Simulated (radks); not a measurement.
The numbers below are computed, except where a source is named.
Spherical quantum dot in the effective-mass picture: electrons in a hard-walled sphere of radius 8.92, with a point charge +1 (a donor) at the centre, all in effective atomic units (hartree* = m*/eps^2 hartree, bohr* = eps/m* bohr), one dielectric constant everywhere. Level of theory: non-relativistic Kohn-Sham, PBEsol, spin-polarised, spherical densities (a radial shooting solver with Libxc functionals). Levels are named by radial order and angular momentum (1s, 1p, 1d, 2s, ...), and open shells are averaged over m.

N = 13, configuration 1s2 1p6 1d(up 4, down 0) 2s(up 1, down 0). This is the lowest configuration that the search found. Occupied levels:

level,occupation,eigenvalue (hartree*),<r> (bohr*)
1s up,1,1.6302,4.456
1s down,1,1.6688,6.084
1p up,3,1.6755,6.420
2s up,1,1.6844,3.594
1p down,3,1.7007,6.377
1d up,4,1.7285,6.574

Energy (hartree*): total 10.1512, kinetic 2.8154, external -2.9152, Hartree 12.569, exchange-correlation -2.3179.
